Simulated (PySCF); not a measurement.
**Tb⁴³⁺ (terbium, charge +43): UHF calculation**

Configuration: [Ar] 3d4, high-spin 5D determinant. Calculation: PySCF 2.14, in an even-tempered Gaussian basis (18 s from 8.8 bohr⁻², ratio 2.5; 12 p from 11 bohr⁻², ratio 2.5; 7 d from 11 bohr⁻², ratio 2.5; 4 f from 42 bohr⁻², ratio 2.7; 3 g from 63 bohr⁻², ratio 2.7); scalar relativity by spin-free X2C-1e.

```json
{
 "Total energy": "-10213.439717 hartree",
 "One-electron energy": "-11701.9316 hartree",
 "Hartree (Coulomb) energy": "1661.7530 hartree",
 "Exchange energy": "-173.2611 hartree",
 "⟨S²⟩": "6.0002",
 "⟨L²⟩": "6.001",
 "Sum of ⟨r⟩": "3.282 bohr",
 "Sum of ⟨r²⟩": "0.7108 bohr²",
 "Traceless quadrupole moment −½Σ⟨3z² − r²⟩ along its main axis": "-0.0123 e·bohr²"
}
```

| shell | electrons | mean orbital energy (eV) | spread (eV) | rms radius, mean of both spins (bohr) |
| --- | --- | --- | --- | --- |
| 1s α | 1 | -54690.6 | 0 | 0.0245 |
| 1s β | 1 | -54690.0 | 0 | 0.0245 |
| 2s α | 1 | -11167.4 | 0 | 0.0982 |
| 2s β | 1 | -11135.5 | 0 | 0.0982 |
| 2p α | 3 | -10207.5 | 1.823 | 0.0881 |
| 2p β | 3 | -10175.6 | 7.838 | 0.0881 |
| 3s α | 1 | -4097.0 | 0 | 0.242 |
| 3s β | 1 | -4060.9 | 0 | 0.242 |
| 3p α | 3 | -3794.1 | 4.163 | 0.240 |
| 3p β | 3 | -3748.8 | 9.706 | 0.240 |
| 3d α | 4 | -3449.6 | 9.928 | 0.213 |

Spin-orbit coupling is strong in this species (close to jj coupling), so the high-spin LS determinant is a model state, not a physical level.

Densities and radii are taken from the X2C orbitals without a picture-change correction, which distorts them close to the nucleus.

Spin-orbit constants ζ (cm⁻¹) from the X2C one-electron operator on these orbitals: bare nucleus, nucleus screened by l(l+1)(2l+1)/3 electrons, and screened by the Breit-Pauli mean field of the electrons.

```
shell     bare  screened nucleus  mean field
   2p  3899000           3779000     3731000
   3p   932400            903700      892900
   3d   150600            127400      126000
```

To first order the Landé constant is A = 31500 cm⁻¹, so the lowest level has J = 0 and lies 23.4 eV below the centre of the term. This holds in LS coupling only, and this species is close to jj coupling.
